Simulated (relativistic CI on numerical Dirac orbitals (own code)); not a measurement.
## One change at a time: Ar II

Base calculation: Dirac-Coulomb-Breit CI, KLI orbitals optimised for each configuration, model QED (radiative potential, 1s self-energy scaled to tabulated hydrogen-like ionisation energies), valence Slater integrals scaled by 0.85, P86 correlation energy added to each configuration.

Configuration list (outside the closed core [Ne]): 3s²3p⁵, 3s3p⁶, 3s²3p⁴3d, 3s²3p⁴4s, 3s²3p⁴4p, 3s3p⁵3d, 3s²3p⁴5s, 3s²3p⁴4d, 3s²3p⁴5p, 3s²3p⁴4f, 3s²3p⁴6s, 3s²3p⁴5d, 3s²3p⁴6p, 3s²3p⁴5f, 3s²3p⁴5g, 3s²3p⁴6d, 3s²3p³4s4p, 3s²3p³3d4p, 3s3p⁵4s, 3s²3p³3d², 3s²3p²3d³, 3s²3p²3d²4s, 3s²3p²3d²4p, 3s3p³3d³, 3s²3p²3d²5s, 3s²3p³4s², 3s²3p²3d4s², 3s²3p²4s²4p, 3s3p³3d4s², 3s²3p²4s²5s, 3s²3p³3d4s, 3s²3p²3d4s4p, 3s3p³3d²4s, 3s²3p²3d4s5s, 3p⁵3d², 3p⁴3d³, 3p⁴3d²4s, 3p⁴3d²4p, 3p⁴3d²5s, 3s²3p³4p², 3s²3p²3d4p², 3s²3p²4s4p², 3s²3p²4p³, 3s3p³3d4p², 3s²3p²4p²5s. Double excitations out of closed p, d and f shells are left out; levels of such configurations are missing from the list, as are those of other unlisted configurations, and high levels can miss mixing partners. These lack a partner that the ground configuration has and come out too high: 3s²3p⁴4d, 3s²3p⁴5p, 3s²3p⁴4f, 3s²3p⁴6s, 3s²3p⁴5d.

Variants: (1) self-excluded LDA correlation estimate; (2) Slater integrals left unscaled; (3) non-relativistic limit; (4) only the first 3 configurations. Shifts of the energy above 3s²3p⁵ ²P°3/2, in cm⁻¹, for the lowest level and the first level of each name with at least 55 % of one term (blank where a level changes its place among those of its configuration and J or its character, or is not in the variant):

```
         Level      Base     Δ(1)     Δ(2)     Δ(3)     Δ(4)  Measured
 3s²3p⁵ ²P°3/2       0.0      0.0      0.0      0.0      0.0       0.0
 3s²3p⁵ ²P°1/2    1416.1     +0.1     -4.9  -1416.1    +30.8    1431.6
   3s3p⁶ ²S1/2  121153.8   +232.6  -4626.0  -1694.7  -6681.4  108721.5
3s²3p⁴4s ⁴P5/2  138566.0  +2194.5   -241.9   +537.8           134241.7
3s²3p⁴4s ⁴P3/2  139413.8  +2163.6   -228.0   -310.0           135086.0
3s²3p⁴4s ⁴P1/2  139940.5  +2160.7   -241.4   -836.8           135601.7
3s²3p⁴3d ⁴D7/2  140120.0   +443.1  -1392.9   -444.8  -6083.0  132327.4
3s²3p⁴3d ⁴D5/2  140284.9   +411.1  -1391.1   -609.7  -6083.1  132481.2
3s²3p⁴3d ⁴D3/2  140442.3   +440.5  -1404.4   -767.1  -6080.7  132630.7
3s²3p⁴3d ⁴D1/2  140553.4   +442.2  -1402.2   -878.3  -6077.1  132737.7
3s²3p⁴4s ²P3/2  142268.5  +2166.9   +426.3   +271.6           138243.6
3s²3p⁴4s ²P1/2  143281.5  +2164.1   +430.3   -741.5           139258.3
3s²3p⁴3d ⁴F9/2  149086.2   +399.4    +21.6    -41.1  -6495.5  142186.3
3s²3p⁴3d ⁴F7/2  149633.3   +399.7    +14.6   -588.1  -6485.4  142717.1
```

For a near-neutral ion this model can misplace configurations by up to about 10,000 cm⁻¹ (more where the count of f electrons changes) and terms by 10 to 25 % of their spread. Rates follow the energies as ν³ (E1, M1) or ν⁵ (E2), so they and the lifetimes can be off by large factors. The fine structure of a lone outer electron comes out too small, for d and f at times inverted, and misplaced configurations move strength between like terms. 34 of the 34 excited levels that our extract of the measured tables holds in this range could be paired (the sources list more); they are missed by 5169 cm⁻¹ on average and 12432 at most, and levels without a partner can miss by more.

Measured levels: NIST Handbook of Basic Atomic Spectroscopic Data (Sansonetti and Martin, J. Phys. Chem. Ref. Data 34, 1559 (2005)).

Ionisation energy from the two ground configurations alone: base 27.71 eV; self-excluded LDA correlation estimate 28.01 eV; Slater integrals left unscaled 27.56 eV. The NIST ASD value (measured) is 27.6297 eV.
